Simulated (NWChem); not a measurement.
# SnNH3F2; SMILES [NH2][SnH]([F])[F]

```xyz
7

Sn    -0.0122     0.3376    -0.0374
N      2.0020    -0.0331    -0.0435
F     -0.8561    -1.0924    -1.0735
F     -0.6220     0.1328     1.8110
H     -0.5945     1.8391    -0.6279
H      2.2874    -0.2517     0.9236
H      2.1647    -0.8939    -0.5885
```
Atoms are numbered in this order, from 1.

Level: PBE-D3(BJ)/def2-SVP with def2 effective core potentials on Sn (NWChem), optimised geometry, unscaled harmonic frequencies. def2 effective core potentials on Sn; no spin-orbit coupling.

Task: List the harmonic frequencies with IR intensities, and the thermochemistry.

Result: 
| frequency (cm⁻¹) | IR intensity (km/mol) |
|---|---|
| 69 | 31.9 |
| 149 | 12.4 |
| 162 | 5.3 |
| 176 | 35.7 |
| 523 | 44.5 |
| 550 | 55.7 |
| 551 | 44.5 |
| 605 | 56.0 |
| 618 | 61.7 |
| 684 | 94.3 |
| 865 | 15.2 |
| 1490 | 9.7 |
| 1908 | 79.9 |
| 3392 | 17.2 |
| 3489 | 17.5 |

- zero-point energy = 21.8 kcal/mol
- thermal correction to the enthalpy at 298.15 K (with zero-point energy) = 26.5 kcal/mol
- heat capacity Cv = 20.6 cal/(mol K)
- entropy at 298.15 K and 1 atm (symmetry number 1) = 82.4 cal/(mol K)

Rigid rotor and harmonic oscillator; modes under 100 cm⁻¹ make the entropy uncertain.
